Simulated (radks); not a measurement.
Os3+, 73 electrons, occupied as [Xe] 4f14 5d5.

All-electron calculation, non-relativistic Kohn-Sham, PBE, spin-polarised, spherical densities, point nucleus; open shells are filled with parallel spins first (spin-orbit coupling, left out, can overturn this in heavy ions); relativity is left out, which matters for an element this heavy. Program: a radial shooting solver on a logarithmic mesh with Libxc functionals.

Energy parts (eV):
part                       energy
total                  -443341.66
kinetic                 443231.58
electron-nucleus      -1053566.14
Hartree                 175694.50
exchange-correlation     -8701.59

Orbitals (lengths in bohr, moments of r in powers of bohr; <r^-3> diverges for s and p1/2; r(max) is where P^2 peaks):
| orbital | occ. | eigenvalue (eV) | <r^2> | <r^-3> | r(max) | <r> |
|---|---|---|---|---|---|---|
| 1s up | 1 | -67433.72 | 0.0005306 | - | 0.01322 | 0.01993 |
| 1s down | 1 | -67433.73 | 0.0005306 | - | 0.01322 | 0.01993 |
| 2s up | 1 | -11180.02 | 0.008286 | - | 0.07197 | 0.08409 |
| 2s down | 1 | -11179.66 | 0.008286 | - | 0.07197 | 0.08408 |
| 2p up | 3 | -10730.95 | 0.006121 | 15430 | 0.05585 | 0.07110 |
| 2p down | 3 | -10730.68 | 0.006121 | 15440 | 0.05585 | 0.07110 |
| 3s up | 1 | -2602.831 | 0.05168 | - | 0.1973 | 0.2130 |
| 3s down | 1 | -2602.706 | 0.05168 | - | 0.1973 | 0.2130 |
| 3p up | 3 | -2393.279 | 0.04771 | 3325 | 0.1857 | 0.2032 |
| 3p down | 3 | -2393.148 | 0.04771 | 3325 | 0.1858 | 0.2032 |
| 3d up | 5 | -2002.597 | 0.03696 | 588.8 | 0.1463 | 0.1779 |
| 3d down | 5 | -2002.363 | 0.03696 | 588.7 | 0.1463 | 0.1779 |
| 4s up | 1 | -557.8896 | 0.2517 | - | 0.4423 | 0.4727 |
| 4s down | 1 | -557.6219 | 0.2517 | - | 0.4424 | 0.4726 |
| 4p up | 3 | -469.1737 | 0.2600 | 767.0 | 0.4425 | 0.4785 |
| 4p down | 3 | -468.8883 | 0.2599 | 766.7 | 0.4426 | 0.4785 |
| 4d up | 5 | -306.9386 | 0.2792 | 118.5 | 0.4372 | 0.4914 |
| 4d down | 5 | -306.5875 | 0.2788 | 118.5 | 0.4373 | 0.4912 |
| 4f up | 7 | -92.8230 | 0.3605 | 23.94 | 0.3996 | 0.5423 |
| 4f down | 7 | -92.2675 | 0.3552 | 24.08 | 0.3995 | 0.5391 |
| 5s up | 1 | -105.1696 | 1.368 | - | 1.004 | 1.105 |
| 5s down | 1 | -102.0202 | 1.348 | - | 0.9974 | 1.097 |
| 5p up | 3 | -78.4068 | 1.640 | 118.9 | 1.073 | 1.206 |
| 5p down | 3 | -74.9176 | 1.620 | 122.6 | 1.064 | 1.198 |
| 5d up | 5 | -37.3728 | 2.860 | 11.03 | 1.311 | 1.576 |
| 5d down | 0 | -33.5320 | 2.930 | 11.10 | 1.300 | 1.590 |

The highest occupied level is 5d up at -37.373 eV. Spin moment in Bohr magnetons: 5. The density falls to 0.001 e/bohr^3 at r = 3.34 bohr. The electron density at the nucleus is 3.146e+05 e/bohr^3.
